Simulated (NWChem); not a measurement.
System: C₂H₄F₂Si; SMILES F/C=C(/F)[SiH3]

The following NWChem deck was run.

```
start job
memory heap 200 mb stack 900 mb global 1100 mb
geometry units angstroms noautosym nocenter noautoz
  F      0.627197    -1.877185     0.684427
  C     -0.458773    -1.312377     0.172475
  C     -0.482458    -0.022242    -0.172888
  F     -1.636051     0.450932    -0.683538
  Si     0.912845     1.238088    -0.034544
  H     -1.313698    -1.987078     0.062196
  H      2.118069     0.581876     0.540949
  H      0.461117     2.359942     0.839537
  H      1.209882     1.776120    -1.394292
end
basis spherical
  * library def2-svp
end
dft
  xc m06-2x
  iterations 150
end
cosmo
  do_cosmo_smd true
  solvent octanol
end
task dft energy
```

All runs use the structure optimised with PBE0/def2-SVP. Solvent: 1-octanol.

Level: M06-2X/def2-SVP with SMD (1 M gas to 1 M solution), gas-phase geometry. Reactions with the solvent are ignored.

Predict the main results of this run. (M06-2X/def2-SVP, SMD on the gas-phase geometry.) Quantities: solvation free energy (kcal/mol); cavity-dispersion-structure term (kcal/mol); dipole in solution (D).

The solvation free energy (kcal/mol) is -0.6. The cavity-dispersion-structure term (kcal/mol) is 1.7 and the dipole in solution (D) is 0.32.
